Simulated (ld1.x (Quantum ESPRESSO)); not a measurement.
# Transferability test, TM potential for Ag

| Property | Result |
| --- | --- |
| Element | silver (Ag) |
| Generator | ld1.x (Quantum ESPRESSO) 7.5 |
| Type | norm-conserving Troullier–Martins (Kleinman–Bylander form) |
| Functional | PBE |
| Relativity | fully relativistic |
| Frozen core | [Kr] |
| Valence charge | 11 |
| Reference configuration | 4d9.5 5s0 5p0 (charge +1.5) |
| Partial waves | 5p (bound, empty): rc 2.65 bohr; 4d (bound): rc 1.50 bohr; 5s (bound, empty): rc 2.45 bohr |
| Local potential | the s channel |
| Core correction | Bessel-smoothed model core, default radius (core density twice the valence density) |

Open shells are filled in proportion to 2j + 1 (rel_dist='average').

Energies are relative to the spin-unpolarised reference configuration 4d9.5 5s0 5p0; without spin polarisation the order of configurations can differ from experiment.

```csv
valence configuration,charge,ΔE all-electron (eV),error AE − PS (meV)
4d10 5s1 5p0,0,-17.160,-25
4d9 5s0 5p0,+2,12.715,-46
4d10 5s0.5 5p0,+0.5,-14.142,-28
4d9 5s1 5p0,+1,-4.005,-66
4d10 5s0 5p1,0,-13.298,-20
```

**Question.** What are ΔE and the potential's error for 4d10 5s0 5p0?

**Answer.** ΔE = -9.400 eV all-electron; the error (AE − PS) is -35 meV.

**Question.** What are ΔE and the potential's error for 4d8 5s0 5p0?

**Answer.** ΔE = 48.905 eV all-electron; the error (AE − PS) is -511 meV.

Levels in the configuration 4d8 5s0 5p0:

```json
{"level": "4d j=3/2", "all-electron (eV)": "-44.133", "pseudo (eV)": "-44.909"}
{"level": "4d j=5/2", "all-electron (eV)": "-43.464", "pseudo (eV)": "-44.224"}
```
